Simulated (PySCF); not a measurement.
isocyanic acid (CHNO), singlet, at a GFN2-xTB geometry. Base run: B3LYP/6-31G* in PySCF.

Here is a job for PySCF.
```python
from pyscf import gto, scf, dft

mol = gto.Mole()
mol.atom = '''
    N    -1.090199    0.195504    0.263220
    C     0.048134   -0.049398    0.013786
    O     1.145452   -0.105508   -0.338827
    H    -1.821018   -0.228081    0.785354
'''
mol.basis = '6-31g*'
mol.charge = 0
mol.spin = 0
mol.verbose = 4
mol.build()

mf = dft.RKS(mol)
mf.xc = 'b3lyp'
mf.kernel()
```

Variants of this job, named by their change:

| change | E (Eh) | HOMO (eV) | HOMO-LUMO gap (eV) | dipole (D) |
|---|---|---|---|---|
| base | -168.67092 | -8.18 | 8.82 | 2.45 |
| functional = pbe0; dispersion = d3bjm | (withheld) | (withheld) | (withheld) | 2.48 |
| functional = mn12l | -168.53427 | -7.60 | 8.01 | 2.62 |
| functional = mn15 | -168.48370 | -9.23 | 10.94 | 2.49 |
| functional = o3lyp | (withheld) | (withheld) | 8.01 | (withheld) |
| functional = pw91,pw91 | -168.61924 | -6.99 | 6.78 | 2.36 |
| functional = tpss | -168.69567 | -7.03 | 7.03 | 2.38 |
| functional = bp86 | (withheld) | (withheld) | (withheld) | 2.38 |
| functional = x3lyp | -168.60557 | -8.23 | 8.99 | 2.46 |
| functional = blyp | -168.64006 | -6.76 | 6.73 | 2.35 |
| functional = hse06 | (withheld) | (withheld) | (withheld) | 2.48 |
| functional = lda,vwn | -167.34739 | -7.12 | 6.79 | 2.43 |
| functional = tpssh | -168.67419 | -7.65 | 8.05 | 2.43 |

Some entries are withheld; supply them.


- functional = pbe0; dispersion = d3bjm, E (Eh): -168.48859
- functional = pbe0; dispersion = d3bjm, HOMO (eV): -8.50
- functional = pbe0; dispersion = d3bjm, HOMO-LUMO gap (eV): 9.41
- functional = o3lyp, E (Eh): -168.62240
- functional = o3lyp, HOMO (eV): -7.63
- functional = o3lyp, dipole (D): 2.40
- functional = bp86, E (Eh): -168.67607
- functional = bp86, HOMO (eV): -7.07
- functional = bp86, HOMO-LUMO gap (eV): 6.83
- functional = hse06, E (Eh): -168.50200
- functional = hse06, HOMO (eV): -8.10
- functional = hse06, HOMO-LUMO gap (eV): 8.61

Total energies compare only within one method and basis.
